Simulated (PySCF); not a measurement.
The same groups moved round the core (propene ethynyl). All species are isolated molecules in the gas phase. One relaxed conformer stands for each flexible species; it need not be the lowest. Strings in code marks are SMILES.

The S1 excitation (TDA) from two functionals at the same geometries (PBE0-D3(BJ)/def2-TZVP), both in PySCF: PBE-D3(BJ)/def2-TZVP and B3LYP-D3(BJ)/def2-TZVP. B3LYP has the VWN-RPA correlation part, as in Gaussian. Excitations are Tamm–Dancoff values on a coarser integration grid. The basis has no diffuse functions, so Rydberg states are missing or too high.

```json
[
 {"species": "`C(=C\\C)/C#C`", "B3LYP-D3(BJ)/def2-TZVP (eV)": "5.40"},
 {"species": "`C#C/C=C\\C`", "B3LYP-D3(BJ)/def2-TZVP (eV)": "5.41"},
 {"species": "`C#CCC=C`", "B3LYP-D3(BJ)/def2-TZVP (eV)": "6.31"}
]
```

Q: What does PBE-D3(BJ)/def2-TZVP give for each?

A: 
- `C(=C\C)/C#C`: 5.10
- `C#C/C=C\C`: 5.13
- `C#CCC=C`: 5.60
Over these rows, drawn at random from the members with no instability flagged (it was tested for open shells, ions and some series alone), PBE minus B3LYP-D3(BJ): mean -0.43 eV, from -0.71 eV to -0.28 eV.
